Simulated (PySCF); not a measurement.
Gas-phase reaction: Se(CH3)2 + C2H6 → H2Se + C4H10 (isobutane)

Energies from PySCF (xtb for GFN2), thermal terms from the rigid-rotor harmonic-oscillator model, ideal gas at 1 bar. † marks an energy on the PBE0/def2-TZVP geometry and frequencies; other levels use their own. MP2 freezes the core. 6-31G* has spherical d functions here. All species are closed-shell singlets. B3LYP is the form with VWN-RPA correlation. Se: all electrons, no relativistic terms. MP2 isn't extrapolated to the basis-set limit.

| level | ΔH°(298 K), kJ |
|---|---|
| B3LYP/6-31G* | -12 |
| B3LYP/def2-TZVP† | … |
| GFN2-xTB | … |
| HF/6-31G* | … |
| MP2/def2-SVP† | -50 |
| PBE0/def2-SVP† | -34 |
| LDA/def2-TZVP† | -37 |
| ωB97X-V/def2-TZVP† | … |

Task: Fill in the missing entries.

Result: 
- B3LYP/def2-TZVP†, ΔH°(298 K), kJ: -14
- GFN2-xTB, ΔH°(298 K), kJ: -42
- HF/6-31G*, ΔH°(298 K), kJ: -22
- ωB97X-V/def2-TZVP†, ΔH°(298 K), kJ: -23
